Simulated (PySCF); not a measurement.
# Working out the ionisation energy of Mg⁺

Mg⁺ [Ne] 3s1 (2S) → Mg²⁺ [Ne] (1S). Computed with PySCF 2.14 in aug-cc-pCVTZ-DK, with the spin-free X2C one-electron Hamiltonian (Gaussian nucleus). Frozen: nothing. Energies in hartree (1 hartree = 27.21139 eV):

```tsv
part	Mg⁺ (lower)	Mg²⁺ (upper)
UHF	-199.676473	-199.134606
MP2 opposite-spin	-0.219523	-0.215648
MP2 same-spin	-0.077346	-0.073764
```

Task: What does Hartree-Fock give?

Result: (-199.134606) − (-199.676473) = 0.541867 hartree = 14.745 eV.

Task: What do MP2 and SCS-MP2 (6/5 opposite-spin, 1/3 same-spin) give?

Result: The opposite-spin parts differ by 0.105 eV and the same-spin parts by 0.097 eV. MP2: 14.745 + (0.105) + (0.097) = 14.947 eV. SCS-MP2: 14.745 + 1.2 × (0.105) + (0.097)/3 = 14.903 eV.

Measured between the centres of the two terms (NIST): 15.035 eV, so MP2 (all electrons) is off by -0.088 eV.

What remains against the reference includes basis incompleteness and correlation beyond second order.
